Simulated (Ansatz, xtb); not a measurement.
Stretching the Sb1–Sb2 bond in Sb2 (multiplicity 1 held). Energies count from the point at 2.488 Å.


R- and RO- levels are restricted; in cc, def2 and unpolarised 6-31G sets they are followed outwards from rest. Unrestricted levels (U-) break spin symmetry where that is lower. Active spaces are followed from rest. Levels need not reach the same state.

Cores are frozen in the correlated methods. Filled d and f shells under p-block atoms count as core.

Run with Ansatz (Gaussian orbitals); xtb for the GFN methods. Each number belongs to the level named beside it. In def2 rows elements past Kr take small-core potentials, without spin–orbit coupling. The GFN methods have no spin term and hold the electronic entropy of 300 K.

Energies in kJ/mol.

```
R (Å)  GFN2-xTB  U-B3LYP/def2-TZVPP  R-wB97X-V/def2-TZVPP  FIC-NEVPT4(SD) on CASSCF(10,8)/def2-TZVPP  FIC-MRCISD+Q on CASSCF(10,8)/def2-TZVPP
-----  --------  ------------------  --------------------  -----------------------------------------  ---------------------------------------
1.990      1076                 428                   372                                        473                                      472
2.239       143                  75                    45                                         95                                       95
2.488         0                   0                     0                                          0                                        0
2.737        22                  38                    72                                         19                                       20
2.986        80                  96            (withheld)                                         74                                       75
3.359       172                 173                   369                                        152                                      154
3.732       242                 228            (withheld)                                        200                                      203
4.354       300                 272                   733                                        232                                      235
4.976       317                 285                   869                                        241                                      244
5.722       319                 289                   974                                        243                                      246
6.718       320                 290                  1059                                        244                                      247
7.962       321                 290                  1120                                        244                                      247
9.952       321                 290            (withheld)                                        244                                      247
```

Question: Fill in the missing entries.

Answer: 
- 9.952, R-wB97X-V/def2-TZVPP: 1176
- 3.732, R-wB97X-V/def2-TZVPP: 530
- 2.986, R-wB97X-V/def2-TZVPP: 187

Doubts at one or more of the structures used: a spin-contaminated determinant (U-B3LYP/def2-TZVPP); a restricted determinant that unrestricted orbitals would lower (R-wB97X-V/def2-TZVPP).

Ansatz is a program for electronic structure.
